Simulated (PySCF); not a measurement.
Gas-phase reaction: 4 GaH₃ + 2 N + O ⇌ 2 GaH₃.NH₃ + Ga₂O

Energies from PySCF (xtb for GFN2), thermal terms from the rigid-rotor harmonic-oscillator model, ideal gas at 1 bar. † marks an energy on the PBE0/def2-TZVP geometry and frequencies; other levels use their own. MP2 and CCSD(T) freeze the core. 6-31G* has spherical d functions here. Open shells (unrestricted): N (multiplicity 4), O (multiplicity 3, electronic degeneracy 9); the rest are closed-shell singlets. GFN2 has no spin-polarisation term. Spin-orbit splitting is ignored; it lowers the true energy and changes the entropy of O. Ga: all electrons, no relativistic terms. Adducts (GaH₃.NH₃) have no counterpoise correction, and HF, PBE, BLYP, B3LYP and PBE0 lack dispersion. GaH₃, GaH₃.NH₃: computed as isolated molecules; such fragments, hydroxides, amides, oligomers or adducts are transient or little studied in the gas. MP2 isn't extrapolated to the basis-set limit; its ΔH°(298 K) is -1745.9 kJ in def2-SVP and -1841.6 kJ in def2-TZVPP. CCSD(T) isn't extrapolated to the basis-set limit; its ΔH°(298 K) is -1669.5 kJ in def2-SVP and -1742.2 kJ in def2-TZVPP. The harmonic model lacks anharmonicity and excited electronic states, which grow with temperature; levels with a mode under 35 cm⁻¹ are left out. Soft modes under 120 cm⁻¹ make the harmonic entropy rough for GaH₃.NH₃, Ga₂O.

| level | ΔE electronic, kJ | ΔH°(298 K), kJ | ΔS°(298 K), J/K | ΔG°(1400 K), kJ |
|---|---|---|---|---|
| CCSD(T)/def2-SVP† | -1775 | -1670 | -488 | -977 |
| GFN2-xTB | -3147 | -3035 | -498 | -2322 |
| HF/6-31G* | -1072 | -954 | -482 | -266 |
| MP2/def2-TZVPP† | -1947 | -1842 | -488 | -1149 |
| PBE/def2-TZVP† | -2034 | -1929 | -488 | -1236 |
| PBE0/def2-QZVP† | -1928 | -1822 | -488 | -1130 |
| r2SCAN/def2-TZVP† | -1906 | -1801 | -488 | -1108 |
| ωB97M-V/def2-TZVP† | -1936 | -1831 | -488 | -1138 |
| ωB97X-V/def2-TZVP† | -1911 | -1806 | -488 | -1113 |
ΔH° is lowest at GFN2-xTB and highest at HF/6-31G*. No reference value is set beside these.
